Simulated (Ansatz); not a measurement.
Consider the ligand exchange at the Si–N bond: `F[SiH2]N[SiH2][SiH3]` + `N[SiH](O)O` → `O[SiH](O)N[SiH2]F` + `N[SiH2][SiH3]`.

Isolated molecules relaxed with PBE0-D4/def2-TZVP in Ansatz; ΔE leaves out vibrations. CCSD(T)/CBS is the MP2 limit (def2-TZVPP, def2-QZVPP) plus CCSD(T) − MP2 in def2-TZVPP, frozen cores. This one scheme is used for every species. DFT in def2-TZVPP. B3LYP here is the variant with VWN-RPA as its local correlation; programs differ in this. Each species was taken in one conformer, which may not be the lowest.

(1) Is it downhill or uphill in electronic energy at CCSD(T)/CBS, and by how much? (An estimate is asked.)

(2) What do these levels give: PBE-D4, PBE0-D4, B3LYP-D4, ωB97X-V, B2PLYP, B3LYP, HF/def2-TZVPP, CCSD/def2-TZVPP, CCSD(T)/def2-TZVPP, MP2/def2-QZVPP, HF/CBS(def2), CCSD/CBS(def2)? (An estimate is asked.)

Largest T1 diagnostic among the species: 0.012.

Results:

(1) Computed: Nearly level: ΔE = +2.2 kJ/mol.

(2) Ansatz gave: PBE-D4 1.4, PBE0-D4 1.1, B3LYP-D4 1.0, ωB97X-V 0.0, B2PLYP 2.2, B3LYP 2.5, HF/def2-TZVPP 2.1, CCSD/def2-TZVPP 2.0, CCSD(T)/def2-TZVPP 2.0, MP2/def2-QZVPP 2.4, HF/CBS(def2) 2.5, CCSD/CBS(def2) 2.3 kJ/mol.
